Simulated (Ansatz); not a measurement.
Start from `O[SiH](Br)O[SiH3]` and change one atom or group to get `O[SiH]([SiH3])O[SiH3]`.

Ansatz, PBE0-D4/def2-TZVP geometries, multiplicity 1. Each molecule was computed in one conformer, which needn't be the lowest.

Scalar relativity is left out up to krypton.

```tsv
property	`O[SiH](Br)O[SiH3]`
zero-point energy (PBE0-D4/def2-TZVP) / kJ/mol	143.9
LUMO energy (B3LYP/def2-TZVPP) / eV	-0.24
LUMO energy (PBE/def2-TZVPP) / eV	-0.88
size of the dipole moment (ωB97M-V/def2-TZVPP) / D	1.26
HOMO energy (B3LYP/def2-TZVPP) / eV	-8.32
HOMO energy (ωB97M-V/def2-TZVPP) / eV	-10.87
```

Task: Give the same properties after the change, and the shifts. (Estimate.)

Result: Ansatz gave: 
| property | `O[SiH]([SiH3])O[SiH3]` | shift |
| --- | --- | --- |
| zero-point energy (PBE0-D4/def2-TZVP) / kJ/mol | 205.2 | 61.3 |
| LUMO energy (B3LYP/def2-TZVPP) / eV | -0.52 | -0.28 |
| LUMO energy (PBE/def2-TZVPP) / eV | -1.17 | -0.29 |
| size of the dipole moment (ωB97M-V/def2-TZVPP) / D | 1.31 | 0.05 |
| HOMO energy (B3LYP/def2-TZVPP) / eV | -7.60 | 0.72 |
| HOMO energy (ωB97M-V/def2-TZVPP) / eV | -9.87 | 1.00 |

With PBE0 the HOMO rises by 0.81 eV and the LUMO falls by 0.32 eV, so the gap narrows by about 1.13 eV. PBE moves the HOMO by 0.68 eV and ωB97M-V by 1.00 eV. The zero-point energy changes by 61.3 kJ/mol with +9 modes. Dipoles are sizes alone; their direction can turn.

B3LYP here is the variant with VWN-RPA as its local correlation; programs differ in this.

Spin–orbit coupling is left out; it splits and shifts lone-pair levels of the heavy atoms by tenths of an eV.
